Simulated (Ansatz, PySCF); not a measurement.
Ti(OH)3 (H3O3Ti), SMILES [OH][Ti+]([OH])[OH], charge +1, multiplicity 1. Atoms are numbered in the order given.

```xyz
7

Ti    -0.1771    -0.4289    -0.2876
O      1.4565    -0.2284    -0.7650
H      2.4146    -0.1721    -0.6258
O     -0.3710    -0.9021     1.3480
H     -0.7154    -0.8287     2.2517
O     -1.2049     0.8559    -0.7669
H     -1.4110     1.7281    -1.1376
```
Charge +1, spin multiplicity 1.

Coordinates come from a PBE0-D3(BJ)/def2-SVP optimisation. The multiplicity is an assumed one; other spin states were not compared. The isomer is the one that the SMILES or the coordinates give; other isomers of the formula were not compared. Other conformers were not sampled.

Two levels are set side by side: PBE-D3(BJ)/def2-SVP (Ansatz, a first-principles code) and PBE0-D3(BJ)/def2-SVP (Ansatz). Each level has its own optimised geometry; the coordinates shown are those of the second. Frequencies come from the Hessian of PySCF at each geometry. Differences are taken from unrounded values.

| quantity | PBE0-D3(BJ) |
|---|---|
| mean bond length (Å) | 1.342 |
| bond Ti1–O2 (Å) | 1.714 |
| bond Ti1–O4 (Å) | 1.714 |
| bond Ti1–O6 (Å) | 1.714 |
| bond O2–H3 (Å) | 0.970 |
| bond O4–H5 (Å) | 0.970 |
| bond O6–H7 (Å) | 0.970 |
| highest harmonic wavenumber (cm⁻¹) | 3861 |
| mean harmonic wavenumber (cm⁻¹) | 1156 |
| zero-point energy (kcal/mol) | 24.79 |

### Question
What does PBE-D3(BJ) give, and how far is it from PBE0-D3(BJ)? (The exact figures need the calculation; the answer reports its results.)

### Answer

| quantity | PBE-D3(BJ) | PBE-D3(BJ) minus PBE0-D3(BJ) |
|---|---|---|
| mean bond length (Å) | 1.358 | 0.016 |
| bond Ti1–O2 (Å) | 1.736 | 0.022 |
| bond Ti1–O4 (Å) | 1.736 | 0.022 |
| bond Ti1–O6 (Å) | 1.736 | 0.022 |
| bond O2–H3 (Å) | 0.981 | 0.011 |
| bond O4–H5 (Å) | 0.981 | 0.011 |
| bond O6–H7 (Å) | 0.981 | 0.011 |
| highest harmonic wavenumber (cm⁻¹) | 3703 | -158 |
| mean harmonic wavenumber (cm⁻¹) | 1118 | -38 |
| zero-point energy (kcal/mol) | 23.98 | -0.81 |

GGA bonds tend to be longer and softer than those of functionals with exact exchange. Differences between two approximate levels are no errors against the true value.
